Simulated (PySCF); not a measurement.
# Tin: a sound run and one with changed settings

Sound run: Sn⁺ [Kr] 4d10 5s2 5p1, Sn²⁺ [Kr] 4d10 5s2. Calculation: PySCF 2.14, in cc-pVDZ-PP with ECP28MDF (4s3p2d, 23 functions); a scalar-relativistic core potential. In the sound run the correlated levels freeze 4s2 4p6 4d10 outside the core potential. The sound run starts from symmetry-adapted Hartree-Fock orbitals and uses a fine grid where one is needed.

Changed run: all electrons correlated in a basis built for the valence shell.

| species | method | sound run (hartree) | changed run (hartree) | converged |
| --- | --- | --- | --- | --- |
| Sn⁺ | MP2 | -213.10933 | -213.13395 | yes |
| Sn²⁺ | MP2 | -212.60047 | -212.62297 | yes |

Ionisation energy of Sn⁺:

```json
{"method": "UHF", "sound run (eV)": "13.716", "changed run (eV)": "13.716"}
{"method": "MP2", "sound run (eV)": "13.847", "changed run (eV)": "13.904"}
{"method": "SCS-MP2", "sound run (eV)": "13.829", "changed run (eV)": "13.860"}
```

A valence basis has no tight correlating functions, so it recovers only part of the core correlation, and not evenly between atom and ion.

For comparison, NIST gives 14.633 eV between the lowest levels.
